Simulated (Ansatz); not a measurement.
Gas-phase electronic energies from Ansatz, PBE0-D4/def2-TZVP geometries. CBS: MP2 limit from def2 TZ/QZ plus the TZ coupled-cluster correction, frozen cores. This one scheme is used for every species. DFT in def2-TZVPP. HSE06 is defined as in plane-wave codes. One conformer a species, not always the lowest.

Reaction (formal exchange of groups at a B–Si bond): `B[SiH]([SiH3])Cl` + `BO` → `BBO` + `[SiH3][SiH2]Cl`

`B[SiH]([SiH3])Cl`:

Z-matrix (Å, degrees):
```
Si
Si 1 2.353
Cl 1 2.073 2 107.5
B 1 1.990 2 107.4 3 123.1
H 1 1.489 2 108.3 3 -115.5
H 2 1.488 1 109.7 3 174.7
H 2 1.486 1 110.0 3 -65.4
H 2 1.486 1 109.3 3 54.6
H 4 1.193 1 123.0 2 -104.1
H 4 1.197 1 118.3 2 71.4
```

`BO`:

Z-matrix (Å, degrees):
```
B
O 1 1.348
H 1 1.196 2 116.8
H 1 1.202 2 120.7 3 -180.0
H 2 0.961 1 113.5 3 180.0
```

`BBO`:

```xyz
7

B    -0.477   -0.433   -1.025
B     0.342    0.175    0.299
O    -0.248    0.406    1.499
H    -0.975    0.283   -1.848
H    -0.520   -1.609   -1.260
H     1.524    0.421    0.175
H     0.355    0.756    2.160
```

`[SiH3][SiH2]Cl`:

```xyz
8

Si    0.843    0.861    0.009
Si   -0.821   -0.773   -0.152
Cl   -0.962   -1.754    1.659
H     0.960    1.584   -1.286
H     2.143    0.217    0.331
H     0.490    1.829    1.080
H    -2.150   -0.181   -0.450
H    -0.502   -1.784   -1.191
```

```json
{"level": "LDA (SPW92)", "ΔE (kJ/mol)": "9.0", "difference from CCSD(T)/CBS": "-1.3"}
{"level": "B97M-V", "ΔE (kJ/mol)": "6.4", "difference from CCSD(T)/CBS": "-3.9"}
{"level": "r2SCANh-D4", "ΔE (kJ/mol)": "10.0", "difference from CCSD(T)/CBS": "-0.3"}
{"level": "r2SCAN0-D4", "ΔE (kJ/mol)": "9.6", "difference from CCSD(T)/CBS": "-0.7"}
{"level": "HSE06-D4", "ΔE (kJ/mol)": "10.7", "difference from CCSD(T)/CBS": "0.4"}
{"level": "BHLYP-D4", "ΔE (kJ/mol)": "7.8", "difference from CCSD(T)/CBS": "-2.5"}
{"level": "ωB97X-V", "ΔE (kJ/mol)": "6.8", "difference from CCSD(T)/CBS": "-3.5"}
{"level": "PBE0", "ΔE (kJ/mol)": "8.1", "difference from CCSD(T)/CBS": "-2.2"}
{"level": "r2SCAN0", "ΔE (kJ/mol)": "8.6", "difference from CCSD(T)/CBS": "-1.7"}
{"level": "LC-ωPBE", "ΔE (kJ/mol)": "4.9", "difference from CCSD(T)/CBS": "-5.4"}
{"level": "RPA@PBE/def2-TZVPP", "ΔE (kJ/mol)": "11.1", "difference from CCSD(T)/CBS": "0.8"}
{"level": "CCSD(T)/def2-SVP", "ΔE (kJ/mol)": "9.7", "difference from CCSD(T)/CBS": "-0.6"}
{"level": "SCS-MP2/def2-TZVPP", "ΔE (kJ/mol)": "9.4", "difference from CCSD(T)/CBS": "-0.9"}
{"level": "CCSD(T)/def2-TZVPP", "ΔE (kJ/mol)": "10.7", "difference from CCSD(T)/CBS": "0.4"}
{"level": "HF/def2-QZVPP", "ΔE (kJ/mol)": "0.8", "difference from CCSD(T)/CBS": "-9.5"}
{"level": "HF/CBS(def2)", "ΔE (kJ/mol)": "0.7", "difference from CCSD(T)/CBS": "-9.6"}
{"level": "CCSD(T)/CBS", "ΔE (kJ/mol)": "10.3", "difference from CCSD(T)/CBS": "0"}
```

Largest T1 diagnostic among the species: 0.014.

In def2-TZVPP, CCSD(T) changes the Hartree–Fock value by +9.4 kJ/mol (the triples alone add +2.2 kJ/mol) and MP2 by +10.4 kJ/mol. Leaving LDA and LC-ωPBE aside and taking each functional with its dispersion term where it has one, the values, not all of them listed here, spread over 7.2 kJ/mol, from CAM-B3LYP-D4 to revPBE-D4. The D4 term adds +4.3 kJ/mol with B3LYP and +2.5 kJ/mol with PBE0; it sums over pairs of atoms, weighted by their polarisabilities, and B3LYP, whose exchange is more repulsive, gets the larger term.

B3LYP here is the variant with VWN-RPA as its local correlation; programs differ in this.
